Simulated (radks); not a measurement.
Values are calculated unless marked as measured or tabulated.
Q: V9+, 14 electrons, occupied as [Ne] 3s2 3p2 (the NIST ground configuration). Code: a radial shooting solver on a logarithmic mesh with Libxc functionals. Model: Dirac Kohn-Sham, exchange-only PBE, spin-unpolarised, spherical densities, finite nucleus; open shells fill j = l - 1/2 first; Fermi nuclear charge, rms radius 3.6002 fm. Some entries of the table are withheld. Estimate them.

orbital,occ.,eigenvalue (eV),<1/r> (bohr^-1)
1s1/2,2,-5577.208,22.84
2s1/2,2,-806.8579,4.841
2p1/2,2,-713.5786,(1)
2p3/2,4,-706.3714,(2)
3s1/2,2,-241.3582,1.701
3p1/2,2,(3),1.626
3p3/2,0,(4),1.613
3d3/2,0,(5),(6)
3d5/2,0,(7),(8)
4s1/2,0,-111.0677,0.8271
4p1/2,0,-101.1907,0.7935
4p3/2,0,-100.7935,0.7891
4f5/2,0,-77.7045,0.6577
4f7/2,0,-77.6913,0.6575

A: 
(1) 2p1/2 <1/r> (bohr^-1): 4.778
(2) 2p3/2 <1/r> (bohr^-1): 4.712
(3) 3p1/2 eigenvalue (eV): -214.0510
(4) 3p3/2 eigenvalue (eV): -212.8146
(5) 3d3/2 eigenvalue (eV): -171.5278
(6) 3d3/2 <1/r> (bohr^-1): 1.454
(7) 3d5/2 eigenvalue (eV): -171.3495
(8) 3d5/2 <1/r> (bohr^-1): 1.451
